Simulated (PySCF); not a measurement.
Simulated Si 1s region for (Cl)3Si-O-SiH3 (Cl3H3OSi2), binding energy against the vacuum level.

Every computed line was given a Gaussian of 0.4 eV full width at half maximum and an area set by the number of equivalent atoms; the highest printed point is 100. Theory: delta-SCF UKS SCAN, pcX-2 on the ionised atom, pcseg-1 elsewhere, spin-free X2C in PySCF.

```
binding energy (eV)  intensity
             1847.6          0
             1847.7          2
             1847.8          8
             1847.9         25
             1848.0         56
             1848.1         89
             1848.2        100
             1848.3         79
             1848.4         44
             1848.5         18
             1848.6          5
             1848.7          1
             1848.8          0
             1848.9          0
             1849.0          0
             1849.1          0
             1849.2          0
             1849.3          0
             1849.4          0
             1849.5          0
             1849.6          0
             1849.7          1
             1849.8          4
             1849.9         16
             1850.0         42
             1850.1         77
             1850.2         99
             1850.3         91
             1850.4         59
             1850.5         27
             1850.6          9
             1850.7          2
             1850.8          0
```

How many maxima does the curve show, and how many computed lines lie under it?

The curve has 2 maxima (at 1848.2 and 1850.2 eV). Under it lie 2 lines from 2 inequivalent silicon sites.

Decompose the envelope and assign each component. Bonds: Si1–Cl2, Si1–Cl3, Si1–Cl4, Si1–O5, O5–Si6. Hydrogens: H7, H8, H9 on Si6.

```json
{"position (eV)": "1848.18", "relative area": "1", "line": "Si 1s", "atoms": "Si6", "environment": "silicon bonded to O and 3 H"}
{"position (eV)": "1850.23", "relative area": "1", "line": "Si 1s", "atoms": "Si1", "environment": "silicon bonded to 3 Cl and O"}
```

What are the centre and the root-mean-square width of the whole band?

The area-weighted mean of the lines is 1849.20 eV. Their own spread about it is 1.02 eV (rms) and each Gaussian has σ = 0.4/2.355 = 0.17 eV; the variances add, which gives 1.03 eV.

Above which line width would these two lines show one maximum?

Two equal Gaussians merge once their distance is under 2σ = FWHM/1.177. With 2.04 eV between them that is a full width over 2.40 eV.

Lowest listed Si 1s: Si6, bonded to O and 3 H. Highest, 2.05 eV above it: Si1, bonded to O and 3 Cl.

No satellites, vibrations or lifetime broadening are included. Isolated species at its PBE0-D3(BJ)/def2-SVP geometry, gas phase.
